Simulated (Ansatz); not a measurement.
Geometry optimisation, RKS PBE0/def2-SVP in Ansatz 0.2.0.

Input file:

```yaml
crystal:
  periodic: [false, false, false]
  atoms:
    - { symbol: C, position_ang: [-0.6551, 1.0878, 1.9262] }
    - { symbol: O, position_ang: [-0.289, 0.0211, 1.1317] }
    - { symbol: Si, position_ang: [0.0423, 0.273, -0.4897] }
    - { symbol: Si, position_ang: [-0.0484, -1.6822, -1.691] }
    - { symbol: S, position_ang: [2.0829, 1.0256, -0.574] }
    - { symbol: H, position_ang: [-1.6322, 1.5814, 1.5235] }
    - { symbol: H, position_ang: [0.104, 1.9016, 1.9758] }
    - { symbol: H, position_ang: [-0.8609, 0.7934, 2.9239] }
    - { symbol: H, position_ang: [-0.8326, 1.33, -0.974] }
    - { symbol: H, position_ang: [0.1876, -1.4603, -3.1026] }
    - { symbol: H, position_ang: [0.81, -2.7277, -1.1567] }
    - { symbol: H, position_ang: [-1.4871, -2.2295, -1.5832] }
    - { symbol: H, position_ang: [2.5987, 0.0511, 0.1049] }
basis:
  gaussian: { orbitals: def2-SVP }
hamiltonian:
  xc: pbe0
relax:
  f_tol: 0.02
  max_steps: 50
output:
  orbitals: {}
```

Launched with:

```bash
$ ansatz run input.yaml --threads 2 --pin off --max-ram 3072MiB --backend cpu --events-out ev --progress --plain --runs-dir out
```

**Question.** Where does it end, and by what steps?

**Answer.** The forces met the threshold. After 7 steps the energy has fallen by 0.364 eV; H7 moved furthest, 0.39 Å.

```json
{"step": "0", "energy less start (eV)": "0.0000", "largest force component (eV/Å)": "2.144", "accepted": "yes"}
{"step": "1", "energy less start (eV)": "-0.2490", "largest force component (eV/Å)": "1.075", "accepted": "yes"}
{"step": "2", "energy less start (eV)": "-0.3138", "largest force component (eV/Å)": "0.526", "accepted": "yes"}
{"step": "3", "energy less start (eV)": "-0.3434", "largest force component (eV/Å)": "0.918", "accepted": "yes"}
{"step": "4", "energy less start (eV)": "-0.3577", "largest force component (eV/Å)": "0.136", "accepted": "yes"}
{"step": "5", "energy less start (eV)": "-0.3602", "largest force component (eV/Å)": "0.163", "accepted": "yes"}
{"step": "6", "energy less start (eV)": "-0.3632", "largest force component (eV/Å)": "0.036", "accepted": "yes"}
{"step": "7", "energy less start (eV)": "-0.3640", "largest force component (eV/Å)": "0.015", "accepted": "yes"}
```

```xyz
13
Properties=species:S:1:pos:R:3
C -0.692 1.084 1.974
O -0.559 0.090 0.990
Si 0.003 0.358 -0.553
Si -0.086 -1.717 -1.625
S 2.008 1.146 -0.597
H -1.441 1.845 1.685
H 0.266 1.599 2.166
H -1.027 0.612 2.909
H -0.782 1.441 -1.226
H 0.284 -1.549 -3.063
H 0.906 -2.629 -0.975
H -1.447 -2.329 -1.536
H 2.587 0.015 -0.135
```

Whether the end is a true minimum wasn't checked by a vibrational analysis.

Time of the run: 22 s on 2 threads of Intel(R) Xeon(R) 6975P-C (Granite Rapids) (shared host), peak memory 0.32 GiB.
